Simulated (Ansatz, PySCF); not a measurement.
Breaking the B1–H2 bond in BBrH2 (SMILES BBr) (multiplicity 1 held, fragments rigid). Energies count from the point at 1.183 Å.
Geometry at that point (charge 0, multiplicity 1):
| atom | x (Å) | y (Å) | z (Å) |
|---|---|---|---|
| B | -0.8490 | -1.2912 | 0.2112 |
| H | -0.4717 | -2.0737 | 1.0149 |
| H | -1.8265 | -1.4215 | -0.4431 |
| Br | 0.1869 | 0.2843 | -0.0465 |

Restricted levels (R-, RO-) in cc, def2 and unpolarised 6-31G sets keep to the state of the molecule at rest. U- levels take the lowest unrestricted solution at each point, which mixes spins at long bonds. Levels need not reach the same state.

Correlated levels freeze the cores. Filled d and f shells under p-block atoms count as core. Rows in LANL2DZ carry no dispersion term and start afresh at each structure. LANL2DZ brings its own core potentials from Na on.

Programs: Ansatz (a first-principles code); PySCF for LANL2DZ rows. 

Problem. One of these levels gives 175.26 kcal/mol for the energy at R = 3.787 Å. Which?
A. U-SCS-MP2/cc-pVTZ
B. R-SCS-MP2/cc-pVTZ
C. R-HF/cc-pVTZ
D. U-HF/LANL2DZ

Solution. C, R-HF/cc-pVTZ. The others give 87.76 (U-HF/LANL2DZ), 137.59 (R-SCS-MP2/cc-pVTZ), 109.66 (U-SCS-MP2/cc-pVTZ)

Doubts at one or more of the structures used: a spin-contaminated determinant (U-HF/LANL2DZ, U-SCS-MP2/cc-pVTZ); a restricted determinant that unrestricted orbitals would lower (R-HF/cc-pVTZ, R-SCS-MP2/cc-pVTZ).
